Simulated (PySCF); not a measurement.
C2H5Zn, charge +1, singlet, at a GFN2-xTB geometry (such geometries of metal compounds can be far from the true shape); PySCF with PBE/6-31G, TDDFT.

The PySCF input:
```python
from pyscf import gto, scf, dft, tdscf

mol = gto.Mole()
mol.atom = '''
    Zn    0.46399101    0.64147567    0.48256931
    C    -0.09640444   -1.12394308   -0.51881144
    C    -1.44585596   -1.04015037   -1.09867530
    H     0.01070717   -1.83332883    0.30507646
    H     0.71761962   -1.17827223   -1.24538248
    H    -1.54427326   -0.29388523   -1.88801876
    H    -2.24132020   -0.93980002   -0.35919767
    H    -1.60890132   -2.01442317   -1.58463633
'''
mol.basis = '6-31g'
mol.charge = 1
mol.verbose = 4
mol.build()

mf = dft.RKS(mol)
mf.xc = 'pbe'
mf.kernel()
td = mf.TDDFT()
td.nstates = 5
td.kernel()
td.analyze()
```

It wrote (shortened):

```
PySCF version 2.14.0

[INPUT] verbose = 4
[INPUT] num. atoms = 8
[INPUT] num. electrons = 46
[INPUT] charge = 1
[INPUT] spin (= nelec alpha-beta = 2S) = 0
[INPUT] symmetry False subgroup None
[INPUT] Mole.unit = angstrom
[INPUT] Symbol           X                Y                Z      unit          X                Y                Z       unit  Magmom
[INPUT]  1 Zn     0.463991010000   0.641475670000   0.482569310000 AA    0.876815933160   1.212213331872   0.911923832020 Bohr   0.0
[INPUT]  2 C     -0.096404440000  -1.123943080000  -0.518811440000 AA   -0.182177988792  -2.123944600800  -0.980411531891 Bohr   0.0
[INPUT]  3 C     -1.445855960000  -1.040150370000  -1.098675300000 AA   -2.732271779970  -1.965599327665  -2.076195416824 Bohr   0.0
[INPUT]  4 H      0.010707170000  -1.833328830000   0.305076460000 AA    0.020233618869  -3.464489384969   0.576510956452 Bohr   0.0
[INPUT]  5 H      0.717619620000  -1.178272230000  -1.245382480000 AA    1.356104543414  -2.226611814881  -2.353431807532 Bohr   0.0
[INPUT]  6 H     -1.544273260000  -0.293885230000  -1.888018760000 AA   -2.918253522889  -0.555362596755  -3.567838374441 Bohr   0.0
[INPUT]  7 H     -2.241320200000  -0.939800020000  -0.359197670000 AA   -4.235481335455  -1.775964649661  -0.678785220882 Bohr   0.0
[INPUT]  8 H     -1.608901320000  -2.014423170000  -1.584636330000 AA   -3.040382856251  -3.806708090278  -2.994528670736 Bohr   0.0

nuclear repulsion = 140.675975345648
number of shells = 31
number of NR pGTOs = 154
number of NR cGTOs = 55
basis = 6-31g
ecp = {}

******** <class 'pyscf.dft.rks.RKS'> ********
method = RKS
initial guess = minao
damping factor = 0
level_shift factor = 0
DIIS = <class 'pyscf.scf.diis.CDIIS'>
diis_start_cycle = 1
diis_space = 8
diis_damp = 0
SCF conv_tol = 1e-09
SCF conv_tol_grad = None
SCF max_cycles = 50
direct_scf = True
direct_scf_tol = 1e-13
XC library pyscf.dft.libxc version 7.1.2
    S. Lehtola, C. Steigemann, M. J. T. Oliveira, and M. A. L. Marques,  SoftwareX 7, 1–5 (2018)
XC functionals = pbe
    J. P. Perdew, K. Burke, and M. Ernzerhof,  Phys. Rev. Lett. 77, 3865 (1996)
    J. P. Perdew, K. Burke, and M. Ernzerhof,  Phys. Rev. Lett. 78, 1396 (1997)
    J. P. Perdew, K. Burke, and M. Ernzerhof,  Phys. Rev. Lett. 77, 3865 (1996)
    J. P. Perdew, K. Burke, and M. Ernzerhof,  Phys. Rev. Lett. 78, 1396 (1997)
radial grids:
    Treutler-Ahlrichs [JCP 102, 346 (1995); DOI:10.1063/1.469408] (M4) radial grids

becke partition: Becke, JCP 88, 2547 (1988); DOI:10.1063/1.454033
pruning grids: <function nwchem_prune>
grids dens level: 3
symmetrized grids: False
atomic radii adjust function: <function treutler_atomic_radii_adjust>
small_rho_cutoff = 0
Set gradient conv threshold to 3.16228e-05
Initial guess from minao.
tot grids = 97920
init E= -1857.42349206549
  HOMO = -0.269958803545704  LUMO = -0.1507648855123  gap/eV = 3.24343
cycle= 1 E= -1857.45288530993  delta_E= -0.0294  |g|= 0.578  |ddm|= 2.43
  HOMO = -0.383734420053602  LUMO = -0.29205820255718  gap/eV = 2.49464
cycle= 2 E= -1856.93928318603  delta_E= 0.514  |g|=  1.3  |ddm|= 2.22
  HOMO = -0.457816321188071  LUMO = -0.346386415733358  gap/eV = 3.03216
cycle= 3 E= -1857.57176962822  delta_E= -0.632  |g|= 0.0679  |ddm|= 1.58
  HOMO = -0.448262030176668  LUMO = -0.344107537407485  gap/eV = 2.83419
cycle= 4 E= -1857.57061885712  delta_E= 0.00115  |g|= 0.0673  |ddm|= 0.133
  HOMO = -0.450627103917571  LUMO = -0.345533816786053  gap/eV = 2.85973
cycle= 5 E= -1857.57283335309  delta_E= -0.00221  |g|= 0.0103  |ddm|= 0.102
  HOMO = -0.45074528568698  LUMO = -0.344785892232027  gap/eV = 2.88330
cycle= 6 E= -1857.57286165528  delta_E= -2.83e-05  |g|= 0.00385  |ddm|= 0.0144
  HOMO = -0.450878554744674  LUMO = -0.345060621508703  gap/eV = 2.87945
cycle= 7 E= -1857.57286556946  delta_E= -3.91e-06  |g|= 0.00104  |ddm|= 0.00415
  HOMO = -0.450908575752624  LUMO = -0.345109047077831  gap/eV = 2.87895
cycle= 8 E= -1857.57286567811  delta_E= -1.09e-07  |g|= 0.000446  |ddm|= 0.00144
  HOMO = -0.45089780325329  LUMO = -0.345086545144728  gap/eV = 2.87927
cycle= 9 E= -1857.57286578933  delta_E= -1.11e-07  |g|= 2e-05  |ddm|= 0.000848
  HOMO = -0.450897235540456  LUMO = -0.345086576768937  gap/eV = 2.87925
cycle= 10 E= -1857.57286578948  delta_E= -1.47e-10  |g|= 2.97e-06  |ddm|= 2.62e-05
  HOMO = -0.450897333217813  LUMO = -0.345086498119325  gap/eV = 2.87926
Extra cycle  E= -1857.57286578944  delta_E= 3.75e-11  |g|= 1.02e-05  |ddm|= 1.97e-05
converged SCF energy = -1857.57286578944

******** <class 'pyscf.tdscf.rks.CasidaTDDFT'> for <class 'pyscf.dft.rks.RKS'> ********
nstates = 5 singlet
deg_eia_thresh = 1.000e-03
wfnsym = None
conv_tol = 1e-05
eigh lindep = 1e-12
eigh level_shift = 0
eigh max_cycle = 100

Excitation energies (eV)
[4.36585965 4.38657982 5.62917912 6.31931133 6.5475077 ]

** Singlet excitation energies and oscillator strengths **
Excited State   1:      4.36586 eV    283.99 nm  f=0.4162
      15 -> 24        0.13400
      21 -> 24       -0.11313
      23 -> 24        0.69164
Excited State   2:      4.38658 eV    282.64 nm  f=0.0000
      22 -> 24       -0.70683
Excited State   3:      5.62918 eV    220.25 nm  f=0.0320
      21 -> 24       -0.69360
Excited State   4:      6.31931 eV    196.20 nm  f=0.0006
      15 -> 24       -0.12485
      16 -> 24       -0.11631
      20 -> 24        0.63025
      23 -> 25        0.24851
Excited State   5:      6.54751 eV    189.36 nm  f=0.0183
      19 -> 24        0.63444
      23 -> 26       -0.30693

** Transition electric dipole moments (AU) **
state          X           Y           Z        Dip. S.      Osc.
  1         0.8157      1.4908      1.0017      3.8911      0.4162
  2         0.0041      0.0041     -0.0082      0.0001      0.0000
  3        -0.2163     -0.3520     -0.2473      0.2318      0.0320
  4         0.0018     -0.0587     -0.0240      0.0040      0.0006
  5        -0.1308     -0.1211      0.2865      0.1139      0.0183

** Transition velocity dipole moments (imaginary part, AU) **
state          X           Y           Z        Dip. S.      Osc.
  1         0.1122      0.2324      0.1493      0.0889      0.3694
  2         0.0018      0.0017     -0.0039      0.0000      0.0001
  3        -0.0593     -0.0656     -0.0547      0.0108      0.0348
  4         0.0122     -0.0271     -0.0059      0.0009      0.0026
  5        -0.0074     -0.0068      0.0161      0.0004      0.0010

** Transition magnetic dipole moments (imaginary part, AU) **
state          X           Y           Z
  1         0.2555      0.2370     -0.5607
  2         0.5154     -0.2538      0.1275
  3         0.2486      0.2304     -0.5453
  4         0.1923      0.1781     -0.4217
  5        -0.2095      0.2145     -0.0051
```
